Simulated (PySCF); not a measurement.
TiF₄, SMILES [F][Ti]([F])([F])[F], multiplicity 1. The structure is a stationary point at PBE-D3(BJ)/def2-SVP. The multiplicity is an assumed one; other spin states were not compared. The isomer is the one that the SMILES or the coordinates give; other isomers of the formula were not compared.

Computed equilibrium geometry at PBE-D3(BJ)/def2-SVP (PySCF confirms it by a frequency run) as bond lengths and angles, and its point group:
point group Td.
Atoms: Ti1 F2 F3 F4 F5. Bond lengths (Å): Ti1–F2 1.744, Ti1–F3 1.744, Ti1–F4 1.744, Ti1–F5 1.744. Angles (°): F2–Ti1–F3 109.5, F2–Ti1–F4 109.5, F2–Ti1–F5 109.5, F3–Ti1–F4 109.5, F3–Ti1–F5 109.5, F4–Ti1–F5 109.5.
